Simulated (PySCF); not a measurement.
Isomers of C6H11NSSi, mass 157.038 u with the commonest isotopes. Computed with PBE0/pcSseg-1 in PySCF (dipole) on a GFN2-xTB geometry, gas phase. One conformer each, none proved a minimum here; rigid rotors.

Question: Order these by rotational constant C, smallest first.
A. `[SiH3:1][C:2](=[C:3]=[S:4])[N:5]1[CH2:6][CH2:7][CH2:8][CH2:9]1` with Si1–C2–N5–C6 -38°, C2–N5–C6–C7 -173°, N5–C6–C7–C8 40°, C6–C7–C8–C9 -34°, C7–C8–C9–N5 16°
B. `[N:1]#[C:2][C@@:3]1([SiH3:4])[CH2:5][CH2:6][CH2:7][S:8][CH2:9]1` with C2–C3–C5–C6 62°, C3–C5–C6–C7 63°, C5–C6–C7–S8 -65°, C6–C7–S8–C9 57°
C. `[CH3:1][CH:2]([CH3:3])[S:4][C@@H:5]1[CH2:6][Si@@H:7]1[C:8]#[N:9]` with C1–C2–S4–C5 -66°, C2–S4–C5–C6 160°
D. `[N:1]#[C:2][CH2:3][C@@H:4]1[CH2:5][SiH2:6][CH2:7][CH2:8][S:9]1` with C2–C3–C4–C5 -66°, C3–C4–C5–Si6 177°, C4–C5–Si6–C7 47°, C5–Si6–C7–C8 -46°, Si6–C7–C8–S9 63°
E. `[CH3:1][S:2][SiH2:3]/[CH:4]=[CH:5]\[CH2:6][CH2:7][C:8]#[N:9]` with C1–S2–Si3–C4 175°, S2–Si3–C4–C5 62°, C4–C5–C6–C7 -102°, C5–C6–C7–C8 -174°

Answer: E (507.4 MHz), A (541.8 MHz), D (593.6 MHz), C (700.9 MHz), B (853.5 MHz).

Question: Order these by out-of-plane moment Σ m c² = (Ia + Ib − Ic)/2, largest first.
A. `[CH3:1][CH:2]([CH3:3])[S:4][C@@H:5]1[CH2:6][Si@@H:7]1[C:8]#[N:9]` with C1–C2–S4–C5 -66°, C2–S4–C5–C6 160°
B. `[CH3:1][S:2][SiH2:3]/[CH:4]=[CH:5]\[CH2:6][CH2:7][C:8]#[N:9]` with C1–S2–Si3–C4 175°, S2–Si3–C4–C5 62°, C4–C5–C6–C7 -102°, C5–C6–C7–C8 -174°
C. `[N:1]#[C:2][CH2:3][C@@H:4]1[CH2:5][SiH2:6][CH2:7][CH2:8][S:9]1` with C2–C3–C4–C5 -66°, C3–C4–C5–Si6 177°, C4–C5–Si6–C7 47°, C5–Si6–C7–C8 -46°, Si6–C7–C8–S9 63°
D. `[N:1]#[C:2][C@@:3]1([SiH3:4])[CH2:5][CH2:6][CH2:7][S:8][CH2:9]1` with C2–C3–C5–C6 62°, C3–C5–C6–C7 63°, C5–C6–C7–S8 -65°, C6–C7–S8–C9 57°
E. `[SiH3:1][C:2](=[C:3]=[S:4])[N:5]1[CH2:6][CH2:7][CH2:8][CH2:9]1` with Si1–C2–N5–C6 -38°, C2–N5–C6–C7 -173°, N5–C6–C7–C8 40°, C6–C7–C8–C9 -34°, C7–C8–C9–N5 16°

Answer: D (136.80 u·Å²), A (88.73 u·Å²), B (38.76 u·Å²), C (30.22 u·Å²), E (13.40 u·Å²).

Question: Order these by radius of gyration √(Σ m r²/M), smallest first.
A. `[CH3:1][S:2][SiH2:3]/[CH:4]=[CH:5]\[CH2:6][CH2:7][C:8]#[N:9]` with C1–S2–Si3–C4 175°, S2–Si3–C4–C5 62°, C4–C5–C6–C7 -102°, C5–C6–C7–C8 -174°
B. `[N:1]#[C:2][CH2:3][C@@H:4]1[CH2:5][SiH2:6][CH2:7][CH2:8][S:9]1` with C2–C3–C4–C5 -66°, C3–C4–C5–Si6 177°, C4–C5–Si6–C7 47°, C5–Si6–C7–C8 -46°, Si6–C7–C8–S9 63°
C. `[CH3:1][CH:2]([CH3:3])[S:4][C@@H:5]1[CH2:6][Si@@H:7]1[C:8]#[N:9]` with C1–C2–S4–C5 -66°, C2–S4–C5–C6 160°
D. `[N:1]#[C:2][C@@:3]1([SiH3:4])[CH2:5][CH2:6][CH2:7][S:8][CH2:9]1` with C2–C3–C5–C6 62°, C3–C5–C6–C7 63°, C5–C6–C7–S8 -65°, C6–C7–S8–C9 57°
E. `[SiH3:1][C:2](=[C:3]=[S:4])[N:5]1[CH2:6][CH2:7][CH2:8][CH2:9]1` with Si1–C2–N5–C6 -38°, C2–N5–C6–C7 -173°, N5–C6–C7–C8 40°, C6–C7–C8–C9 -34°, C7–C8–C9–N5 16°

Answer: D (2.154 Å), C (2.271 Å), B (2.369 Å), E (2.455 Å), A (2.567 Å).

```
                   SMILES  point group  Ia (u·Å²)  Ib (u·Å²)  Ic (u·Å²)      κ  μa (D)  μb (D)  μc (D)
       CS[SiH2]/C=C\CCC#N           C1     346.67     726.81     995.95  -0.60    3.32    2.94    0.55
  N#C[C@@]1([SiH3])CCCSC1           C1     287.87     577.87     592.14  -0.95    0.32    4.68    0.40
     [SiH3]C(=C=S)N1CCCC1           C1     305.67     653.88     932.75  -0.58    2.78    0.77    0.31
   N#CC[C@@H]1C[SiH2]CCS1           C1     262.99     648.78     851.33  -0.72    3.52    0.98    0.38
CC(C)S[C@@H]1C[Si@@H]1C#N           C1     319.11     579.43     721.08  -0.61    1.49    2.25    2.89
```
